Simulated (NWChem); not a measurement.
Molecule: C2H4O2Si; SMILES O[Si@@H]1C=CO1

```xyz
9

O     -0.0643     1.8901    -0.4216
Si     0.0705     0.4784     0.4146
C      1.0520    -0.9627    -0.1662
C     -0.1559    -1.5685    -0.2315
O     -1.1716    -0.7014     0.0678
H     -0.0276     1.8347    -1.3818
H      0.0607     0.8741     1.8393
H      2.0379    -1.3913    -0.3257
H     -0.4445    -2.6038    -0.4561
```
Atoms are numbered in this order, from 1.

Results from NWChem. Pople sets run with spherical d functions. Structure relaxed at the PBE0/def2-SVP level. GIAO values for the isolated, static molecule; σ is the absolute isotropic shielding, δ = σ(reference) − σ with the isolated reference molecule computed at the same levels (13C: tetramethylsilane, 1H: tetramethylsilane, 29Si: tetramethylsilane).

For level BHandHLYP/pcSseg-1:

| Quantity | Result |
|---|---|
| δ Si2 (ppm) | -10.4 |
| δ C3 (ppm) | 103.9 |
| δ C4 (ppm) | 181.2 |
| δ H6 (ppm) | 2.72 |
| δ H7 (ppm) | 4.87 |
| δ H8 (ppm) | 4.87 |
| δ H9 (ppm) | 7.72 |

Task: Estimate the same quantities for level Hartree-Fock/6-31G*.

Result: 
| Item | Result |
|---|---|
| δ Si2 (ppm) | -7.7 |
| δ C3 (ppm) | 94.5 |
| δ C4 (ppm) | 168.5 |
| δ H6 (ppm) | 2.62 |
| δ H7 (ppm) | 5.26 |
| δ H8 (ppm) | 4.62 |
| δ H9 (ppm) | 7.89 |
